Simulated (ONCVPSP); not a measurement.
## Configuration tests for mercury (ONCV)

mercury (Hg), optimised norm-conserving Vanderbilt (ONCV), made with ONCVPSP 4.0.1 (PBE, fully relativistic). Core [Kr] 4d10 4f14, reference 5s2 5p6 5d10 6s2. Waves: 5s+6s: rc 1.20 bohr, ncon 4, nbas 8, qcut 8.2 1/bohr, 2 projectors; 5p: rc 1.65 bohr, ncon 4, nbas 8, qcut 7 1/bohr, 2 projectors, debl 3.1 Ha; 5d: rc 1.35 bohr, ncon 4, nbas 8, qcut 6 1/bohr, 3 projectors, debl 3.3 Ha. Local part: polynomial inside 0.90 bohr (lpopt 5, dvloc0 0 Ha). Core correction: polynomial model core, fcfact 0.55.

Open shells are filled in proportion to 2j + 1.

Energies are relative to the spin-unpolarised reference configuration 5s2 5p6 5d10 6s2; without spin polarisation the order of configurations can differ from experiment.

Question: Give the all-electron excitation energy and the error of the potential for: 5s2 5p6 5d10 6s1; 5s2 5p6 5d10 6s0; 5s2 5p6 5d9 6s0; 5s2 5p6 5d10 6s1 6p1.

Answer:

```csv
valence configuration,charge,ΔE all-electron (eV),error AE − PS (meV)
5s2 5p6 5d10 6s1,+1,10.701,-1.4
5s2 5p6 5d10 6s0,+2,29.686,-7.5
5s2 5p6 5d9 6s0,+3,65.217,-9.3
5s2 5p6 5d10 6s1 6p1,0,5.968,-0.7
```

Levels in the configuration 5s2 5p6 5d10 6s0:

| level | all-electron (eV) | pseudo (eV) |
| --- | --- | --- |
| 5s j=1/2 | -137.077 | -137.125 |
| 5p j=3/2 | -80.860 | -80.881 |
| 5p j=1/2 | -99.098 | -99.139 |
| 5d j=5/2 | -28.022 | -28.022 |
| 5d j=3/2 | -29.943 | -29.944 |

Note: ghosts flagged at negative energy: s at -0.76 eV; GHOST(+) flagged for p3/2 at 183.0 eV, p1/2 at 239.8 eV. A true bound ghost makes a file unfit for plane-wave use.
